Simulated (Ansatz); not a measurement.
Spin gap between two states, R1 and P1; the higher of the two is an excited state, each structure at its B3LYP-D3(BJ)/def2-TZVP stationary point, reached from a drawn start (curvature not checked).
R1, CH2 (SMILES [CH2]) (charge 0, multiplicity 3):
```xyz
3

C      0.0000     0.0000    -0.2750
H      0.9962     0.0000     0.1375
H     -0.9962     0.0000     0.1375
```
P1, CH2 (SMILES [CH2]) (charge 0, multiplicity 1):
```xyz
3

C      0.00000     0.00000    -0.46689
H      0.86199     0.00000     0.23344
H     -0.86199     0.00000     0.23344
```

P less R. No zero-point or thermal terms; singlets are restricted closed shells; open shells are unrestricted.

Frozen-core correlation throughout.

The values were computed with Ansatz (Gaussian basis) for Hartree–Fock, density functionals and correlated methods. All values are computed, each at the level named.

### Question
What is the computed spin gap (MP2/cc-pVDZ)?

### Answer
74 kJ/mol

### Question
Predict the spin gap from HF/cc-pVTZ.

### Answer
119 kJ/mol

### Question
Predict the spin gap from CCSD/cc-pVQZ.

### Answer
44 kJ/mol

Ansatz is a quantum-chemistry and plane-wave program.
